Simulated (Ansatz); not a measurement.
Reaction (ligand exchange at a B–C bond): `B[CH2][GeH2][Cl]` + HBr → `BBr` + `[CH3][GeH2][Cl]`

Calculated with Ansatz (gas phase, PBE0-D4/def2-TZVP geometries, no zero-point term in ΔE). CCSD(T)/CBS adds triple-zeta CCSD(T) − MP2 to the extrapolated MP2 energy (def2 sets, frozen cores). Functionals use def2-TZVPP. B3LYP here is the variant with VWN-RPA as its local correlation; programs differ in this. For Br, Ge outer-core shells are correlated without core-valence functions, which leaves a few kJ/mol of doubt a bond. Scalar relativity is left out up to krypton. One conformer a species, not always the lowest.

```
       level  ΔE (eV)
   revPBE-D4    -0.71
   r2SCAN-D4    -0.73
    B3LYP-D4    -0.72
    BHLYP-D4    -0.73
       B3LYP    -0.76
   CAM-B3LYP    -0.73
 HF/def2-SVP    -0.81
HF/CBS(def2)    -0.80
```

Task: What does CCSD(T)/CBS give? (An estimate is asked.)

Result: Computed: -0.74 eV. The listed levels differ from it by 0.03, 0.01, 0.02, 0.01, -0.02, 0.01, -0.07, -0.06 eV.

Largest T1 diagnostic among the species: 0.010.

The D4 term adds +0.04 eV with B3LYP and +0.02 eV with PBE0; it sums over pairs of atoms, weighted by their polarisabilities, and B3LYP, whose exchange is more repulsive, gets the larger term. In def2-TZVPP, CCSD(T) changes the Hartree–Fock value by +0.07 eV (the triples alone add +0.00 eV) and MP2 by +0.05 eV. Leaving LDA and LC-ωPBE aside and taking each functional with its dispersion term where it has one, the values, not all of them listed here, spread over 0.06 eV, from B2PLYP to revPBE-D4. LDA lies +0.07 eV from PBE without D4.
